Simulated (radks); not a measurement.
Values are calculated unless marked as measured or tabulated.
Problem. All-electron atom: Br in [Ar] 3d10 4s1 4p6 (not the ground configuration). Code: a radial shooting solver on a logarithmic mesh with Libxc functionals. Model: Dirac Kohn-Sham, revPBE, spin-unpolarised, spherical densities, point nucleus.

Spin-orbit splittings of the eigenvalues, e(l+1/2) - e(l-1/2), with zeta = 2 splitting/(2l+1) and mean radii in bohr:

shell  occ.  splitting (eV)  zeta (eV)  <r> j=l-1/2  <r> j=l+1/2
2p        6               ?          ?       0.1627       0.1666
3p        6           6.833      4.555       0.5567       0.5672
3d       10           1.086     0.4345       0.5871       0.5912
4p        6          0.5125     0.3417        2.038        2.085

Estimate the 2p splitting.

Solution. 47.50 eV (zeta = 31.66 eV).
